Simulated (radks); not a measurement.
Values are calculated unless marked as measured or tabulated.
Spin polarisation of the 3p1 shell in Al. Start: [Ne] 3s2 3p(up 0.5, down 0.5); electrons of 3p are moved from spin down to spin up, other shells keep equal spins. Level of theory: non-relativistic Kohn-Sham, BLYP, spin-polarised, spherical densities, point nucleus (a radial shooting solver on a logarithmic mesh with Libxc functionals).

moment (Bohr magnetons)  E - E(0) (eV)  e(3p up) (eV)  e(3p down) (eV)  3s down minus up (eV)
0                                0.000         -2.571           -2.571                  0.000
0.25                            -0.009         -2.635           -2.497                  0.156
0.5                             -0.035         -2.691           -2.416                  0.310
0.75                            -0.077         -2.737           -2.326                  0.462
1                               -0.137         -2.775           -2.227                  0.611

At moment 1 the spin-polarisation energy is -0.137 eV and the 3p exchange splitting 0.548 eV, that is 0.548 eV per Bohr magneton; E = -I m^2/4 would give I = 0.549 eV.
